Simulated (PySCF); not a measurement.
SSn (SMILES [S]=[Sn]), singlet, at a GFN2-xTB geometry (such geometries of metal compounds can be far from the true shape) (all electrons, no relativity). Base run: PBE/STO-3G (PySCF).

Here is a job for PySCF.
```python
from pyscf import gto, scf, dft

mol = gto.Mole()
mol.atom = '''
    Sn   -0.000000   -0.000000   -0.541068
    S     0.000000    0.000000    1.690837
'''
mol.basis = 'sto-3g'
mol.charge = 0
mol.spin = 0
mol.verbose = 4
mol.build()

mf = dft.RKS(mol)
mf.xc = 'pbe'
mf.kernel()
```

Each row names what was changed in the base input (with any setting that the change needs).

```json
[
 {"change": "base", "ΔE vs base (mEh)": "0.000", "grid points": "40840", "electrons on the grid": "66.00000"},
 {"change": "grids.atom_grid = (50, 194)", "ΔE vs base (mEh)": "0.972", "grid points": "12512", "electrons on the grid": "65.99997"},
 {"change": "grids.atom_grid = (150, 974)", "ΔE vs base (mEh)": "0.009", "grid points": "145080", "electrons on the grid": "66.00000"},
 {"change": "grids.prune = off", "ΔE vs base (mEh)": "0.000", "grid points": "75952", "electrons on the grid": "66.00000"},
 {"change": "grids.prune = dft.gen_grid.treutler_prune", "ΔE vs base (mEh)": "0.000", "grid points": "40496", "electrons on the grid": "66.00000"},
 {"change": "grids.level = 4", "ΔE vs base (mEh)": "0.010", "grid points": "60824", "electrons on the grid": "66.00000"},
 {"change": "grids.atom_grid = (30, 110)", "ΔE vs base (mEh)": "-154.6", "grid points": "4848", "electrons on the grid": "66.00491"},
 {"change": "grids.level = 5", "ΔE vs base (mEh)": "0.010", "grid points": "90056", "electrons on the grid": "66.00000"},
 {"change": "grids.level = 2", "ΔE vs base (mEh)": "0.040", "grid points": "25792", "electrons on the grid": "66.00000"},
 {"change": "grids.radi_method = mura_knowles", "ΔE vs base (mEh)": "0.002", "grid points": "36656", "electrons on the grid": "66.00000"},
 {"change": "grids.radi_method = delley", "ΔE vs base (mEh)": "0.008", "grid points": "39976", "electrons on the grid": "66.00000"}
]
```
